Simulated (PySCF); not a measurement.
BrGeHO, SMILES [OH][Ge][Br] (connectivity only; charge and spin as stated), neutral, multiplicity 1. Atoms are numbered in the order given.

```xyz
4

Ge     0.4572    -0.9746     0.0000
Br    -0.1009     1.3292     0.0000
O     -1.2279    -1.5965     0.0000
H     -1.2756    -2.5609     0.0000
```

Geometry: B3LYP-D3(BJ)/def2-TZVP. The values are those of a single conformer.

All values below come from PySCF with B3LYP-D3(BJ)/def2-TZVP.

Frequencies are harmonic and unscaled.

```csv
mode,ν (cm⁻¹),IR (km/mol),moving atoms (share of kinetic energy)
1,183,0.4,"O 63 %, Br 20 %, Ge 9 %"
2,279,54.4,"Ge 56 %, Br 41 %"
3,437,103.0,H 92 %
4,671,111.0,"O 78 %, Ge 19 %"
5,821,107.6,"H 90 %, O 9 %"
6,3795,88.2,H 94 %
```
